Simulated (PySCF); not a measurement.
An equivalent PySCF input for Zn (zinc, neutral), [Ar] 3d10 4s2, closed-shell 1S, with no relativity, point nucleus:

```python
from pyscf import gto, scf, dft, mp, cc
import basis_set_exchange as bse
mol = gto.M(atom="Zn 0 0 0", charge=0, spin=0, symmetry="D2h",
            basis=gto.basis.parse(bse.get_basis("def2-TZVP", elements=["Zn"], fmt="nwchem", header=False)))
mf = dft.UKS(mol, xc="B88,P86")
mf.irrep_nelec = {'Ag': (6, 6), 'B1g': (1, 1), 'B2g': (1, 1), 'B3g': (1, 1), 'B1u': (2, 2), 'B2u': (2, 2), 'B3u': (2, 2)}
mf.kernel()
```

It reaches the same state as the run whose output follows, with an energy that differs only through the grid. The run itself started from symmetry-adapted Hartree-Fock orbitals and held the occupation by maximum overlap, on a logarithmic radial grid, so the iterations belong to that start.

```
SCF conv_tol = 1e-09
number electrons alpha = 15  beta = 15
XC functionals = B88,P86
    A. D. Becke.,  Phys. Rev. A 38, 3098 (1988)
    J. P. Perdew.,  Phys. Rev. B 33, 8822 (1986)
cycle= 1 E= -1779.63317510787  delta_E= -0.00376  |g|= 0.435  |ddm|= 0.381
cycle= 2 E= -1779.5238461579  delta_E= 0.109  |g|= 1.01  |ddm|= 0.41
cycle= 3 E= -1779.65995177831  delta_E= -0.136  |g|= 0.0327  |ddm|= 0.262
cycle= 4 E= -1779.66015501158  delta_E= -0.000203  |g|= 0.00534  |ddm|= 0.0257
cycle= 5 E= -1779.66016008548  delta_E= -5.07e-06  |g|= 1.39e-05  |ddm|= 0.00316
cycle= 6 E= -1779.66016008561  delta_E= -1.3e-10  |g|= 1.36e-06  |ddm|= 4.16e-05
converged SCF energy = -1779.66016008561  <S^2> = -1.5987212e-14  2S+1 = 1
```
